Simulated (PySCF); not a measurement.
A calculated (HSE06, PySCF 2.14, aug-cc-pwCVTZ, no relativity, point nucleus) atom or ion has these occupied shells.

```
shell  electrons  orbital energy (eV)  rms radius, mean of both spins (bohr)
 1s β          1              -6980.5                                 0.0685
 1s α          1              -6980.5                                 0.0685
 2s α          1              -824.26                                  0.293
 2s β          1              -822.74                                  0.293
 2p α          3              -710.46                                  0.262
 2p β          3              -709.20                                  0.262
 3s α          1              -101.56                                  0.887
 3s β          1              -97.585                                  0.887
 3p α          3              -67.992                                  0.948
 3p β          3              -63.706                                  0.948
 3d α          5              -14.126                                   1.39
 3d β          2              -11.871                                   1.39
```

(1) Name the element and its charge.

Results:

(1) Fe⁺ (iron, charge +1), in [Ar] 3d7, high-spin 4F determinant (an excited configuration).
